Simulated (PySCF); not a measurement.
Simulated absorption spectrum

Species: C5H6FNSi.
Atom-mapped SMILES: `[CH2:1]=[C:2](/[CH:3]=[CH:4]/[C:5]#[N:6])[SiH2:7][F:8]` (hydrogens: H9, H10 on C1; H11 on C3; H12 on C4; H13, H14 on Si7)

Structure used (GFN2-xTB), in Å, numbered top down from 1:
```xyz
14
C5H6FNSi angstrom
C     -1.0079    1.2957   -1.3730
C     -0.5456    0.4342   -0.4584
C      0.8832    0.2079   -0.3820
C      1.4865   -0.6211    0.4830
C      2.8803   -0.7866    0.5019
N      4.0199   -0.9245    0.5170
Si    -1.7391   -0.4715    0.7019
F     -1.2515   -0.2162    2.2176
H     -0.3493    1.8227   -2.0473
H     -2.0585    1.5056   -1.4791
H      1.4956    0.7635   -1.0840
H      0.9364   -1.1980    1.2137
H     -1.6808   -1.9178    0.5358
H     -3.0699    0.1055    0.6307
```

Computed, not measured: TDDFT B3LYP/def2-SVPD, vertical, gas phase, core orbitals frozen in the response in PySCF 2.14.0, density-fitted response routines.

Broadening: Gaussians 0.3 eV wide at half height, area fixed by f = 4.319×10⁻⁹ ∫ε dν̃. The width is an assumption, not a result. The curve ends short of the highest state used, and states not computed would add to its high-energy end.

E (eV), ε (L mol⁻¹ cm⁻¹) and a bar:
```
     4.61        104 
     4.67        497 
     4.72       1548 #
     4.77       4134 ##
     4.83      10965 ######
     4.88      20869 ###########
     4.94      36863 ###################
     4.99      49993 ##########################
     5.04      58121 ##############################
     5.10      56825 #############################
     5.15      47075 ########################
     5.20      33432 #################
     5.26      18094 #########
     5.31       9165 #####
     5.36       4005 ##
     5.42       1313 #
     5.47        679 
     5.52        773 
     5.58       1423 #
     5.63       2203 #
     5.68       2960 #
     5.74       3461 ##
     5.79       3338 ##
     5.85       2615 #
     5.90       1808 #
     5.95       1084 #
     6.01        530 
     6.06        365 
     6.11        446 
     6.17        815
```

Task: Where are the band maxima, and which computed states make them?

Result: 245 nm (5.06 eV), ε about 59000, made up of S1 (100%); 215 nm (5.75 eV), ε about 3500, made up of S4 (93%) (ε in L mol⁻¹ cm⁻¹; maxima over ε = 5, shares over 10%). At its high-energy end, 6.17 eV, the curve is still rising (ε about 820, from S5). The states used: S1 5.06 eV (f 0.658); S2 5.65 eV (f 0.0004); S3 5.71 eV (f 0.0026); S4 5.76 eV (f 0.036); S5 6.34 eV (f 0.022); S6 6.58 eV (f 0.0072); S7 6.62 eV (f 0.0049); S8 6.77 eV (f 0.010).

Task: On this curve, what absorbance would a 10⁻³ mol/L sample give at 248 nm over a 1 cm path?

Result: 248 nm is 4.999 eV, where ε is about 52000 L mol⁻¹ cm⁻¹, so A = ε c l ≈ 52 (Beer–Lambert, with the gas-phase spectrum and the assumed width).

Task: What would ε be at 5.06 eV, the highest of these maxima, with half the width (0.15 eV)?

Result: About 118000 L mol⁻¹ cm⁻¹ against 59200, a factor of about 2.00; a lone state at its own centre would give exactly 2.

The run took 72 s of wall time (grids of density and orbitals included) on Arm Neoverse N1, one thread (shared host), and the process peaked at 0.85 GiB of memory.

One conformer stands for the species.
